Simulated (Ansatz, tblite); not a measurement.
Spin states of the cluster ZnI₂⁺, each relaxed with r2SCAN-D4/def2-TZVP in Ansatz. Electronic energies in the gas phase.

In the def2 sets I takes a core potential; there is no spin–orbit coupling. The xTB rows come from tblite. Correlated methods freeze 17 core orbitals; core or outer-core shells of I are correlated, in sets that lack core-valence functions. The rows differ in basis, and correlated rows in double-zeta sets carry the largest basis error. In CCSD on the charge 1 doublet the largest single amplitude is 0.32, so its Hartree–Fock determinant may place the open shell otherwise than the density functionals do. In the quartet, I2 and I3 lie 3.11 Å apart (atoms count from 1), so these atoms are partly bonded to each other. The structure comes from a short search, and lower isomers may exist.

Doublet geometry (D∞h within 0.1 Å):

Cartesian coordinates in Å:
```
Zn 0.000 0.000 0.000
I -1.880 1.178 -0.998
I 1.880 -1.179 0.997
```

Quartet geometry (C2v within 0.1 Å):

```xyz
3

Zn    0.024   -1.571   -0.208
I     0.321    0.990   -1.402
I    -0.345    0.581    1.610
```

Run but left out: HF/STO-3G (doublet: ⟨S²⟩ 1.21, where a pure state has 0.75); BLYP-D4/def2-TZVP (doublet: an occupied level 0.05 eV above an empty one).

Only these spin states were relaxed. The quartet has other bonds than the doublet, so the gap mixes isomer and spin.

**Question.** Estimate which spin state lies lowest at each of these levels, and by how much: GFN1-xTB; GFN2-xTB; HF/def2-SVP; HF/def2-TZVP; r2SCAN-D4/def2-TZVP; PBE0-D4/def2-TZVP; BHLYP-D4/def2-TZVP; ωB97M-V/def2-TZVP; RPA@PBE/def2-TZVP; MP2/def2-TZVP; CCSD/def2-SVP; CCSD(T)/def2-SVP.

**Answer.** 
| level | quartet − doublet (kcal/mol) | lowest of these |
| --- | --- | --- |
| GFN1-xTB | 66.4 | doublet |
| GFN2-xTB | 52.7 | doublet |
| HF/def2-SVP | 41.3 | doublet |
| HF/def2-TZVP | 40.5 | doublet |
| r2SCAN-D4/def2-TZVP | 49.8 | doublet |
| PBE0-D4/def2-TZVP | 48.4 | doublet |
| BHLYP-D4/def2-TZVP | 47.6 | doublet |
| ωB97M-V/def2-TZVP | 48.8 | doublet |
| RPA@PBE/def2-TZVP | 52.1 | doublet |
| MP2/def2-TZVP | 52.4 | doublet |
| CCSD/def2-SVP | 48.3 | doublet |
| CCSD(T)/def2-SVP | 47.7 | doublet |

The xTB methods have no spin-polarisation term.

| state | donor atoms | mean metal–ligand distance (Å) | range (Å) | Mulliken spin on the metal (PBE0) |
| --- | --- | --- | --- | --- |
| doublet | 2 | 2.432 | 2.43–2.43 | -0.06 |
| quartet | 2 | 2.842 | 2.84–2.84 | 0.80 |

⟨S²⟩ at PBE0-D4/def2-TZVP: doublet 0.76 (pure 0.75), quartet 3.76 (pure 3.75). The unpaired electrons of the doublet sit mostly on the ligands.
